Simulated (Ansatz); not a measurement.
Geometry optimisation, RKS PBE-D4/STO-3G (Ansatz).

Input:

```yaml
crystal:
  periodic: [false, false, false]
  atoms:
    - { symbol: Si, position_ang: [0.0, 0.0, 0.0] }
    - { symbol: C, position_ang: [0.0, 0.0, 1.87] }
    - { symbol: H, position_ang: [-0.9996, -0.3092, 2.2405] }
    - { symbol: H, position_ang: [0.7676, -0.7111, 2.2405] }
    - { symbol: H, position_ang: [0.232, 1.0203, 2.2405] }
    - { symbol: "N", position_ang: [1.7163, 0.0, -0.6061] }
    - { symbol: H, position_ang: [2.2145, -0.918, -0.7868] }
    - { symbol: H, position_ang: [2.2175, 0.918, -0.7783] }
    - { symbol: O, position_ang: [-0.7913, 1.3709, -0.5594] }
    - { symbol: H, position_ang: [-1.7491, 1.1401, -0.7818] }
    - { symbol: "N", position_ang: [-0.8572, -1.4851, -0.6061] }
    - { symbol: H, position_ang: [-1.3922, -2.1014, 0.0704] }
    - { symbol: H, position_ang: [-0.8219, -1.7344, -1.6357] }
basis:
  gaussian: { orbitals: STO-3G }
hamiltonian:
  xc: pbe
  dispersion: d4
relax:
  f_tol: 0.02
  max_steps: 40
```

Command:

```bash
$ ansatz run input.yaml --threads 1 --pin off --max-ram 2048MiB --backend cpu --events-out ev --progress --plain --runs-dir out
```

Task: Where does it end, and by what steps?

Result: It converged. Limits of this set-up: minimal basis. After 21 steps the energy has fallen by 0.838 eV; H7 moved furthest, 1.41 Å.

| step | energy less start (eV) | largest force component (eV/Å) | accepted |
| --- | --- | --- | --- |
| 0 | 0.0000 | 2.953 | yes |
| 1 | -0.4558 | 1.700 | yes |
| 2 | -0.5615 | 0.690 | yes |
| 3 | -0.5872 | 0.297 | yes |
| 4 | -0.6284 | 0.516 | yes |
| 5 | -0.6232 | 1.033 | no |
| 6 | -0.6579 | 0.292 | yes |
| 7 | -0.6862 | 0.557 | yes |
| 8 | -0.7110 | 1.074 | yes |
| 9 | -0.7541 | 0.531 | yes |
| 10 | -0.7612 | 1.118 | yes |
| 11 | -0.7952 | 0.315 | yes |
| 12 | -0.7906 | 0.521 | no |
| 13 | -0.8077 | 0.067 | yes |
| 14 | -0.8124 | 0.280 | yes |
| 15 | -0.8138 | 0.635 | yes |
| 16 | -0.8286 | 0.108 | yes |
| 17 | -0.8331 | 0.216 | yes |
| 18 | -0.8338 | 0.262 | yes |
| 19 | -0.8375 | 0.060 | yes |
| 20 | -0.8379 | 0.021 | yes |
| 21 | -0.8380 | 0.008 | yes |

```xyz
13
Properties=species:S:1:pos:R:3
Si -0.019 -0.046 -0.022
C 0.009 -0.143 1.862
H -1.012 -0.196 2.272
H 0.555 -1.039 2.201
H 0.503 0.737 2.306
N 1.658 -0.275 -0.613
H 2.320 0.207 0.063
H 1.779 0.297 -1.500
O -0.592 1.441 -0.680
H -1.607 1.263 -0.752
N -1.171 -1.291 -0.604
H -1.009 -2.179 -0.044
H -0.878 -1.588 -1.581
```

Whether the end is a true minimum wasn't checked by a vibrational analysis.

Time of the run: 34 s on 1 thread of Intel(R) Xeon(R) 6975P-C (Granite Rapids), with other jobs on the host, peak memory 0.16 GiB.
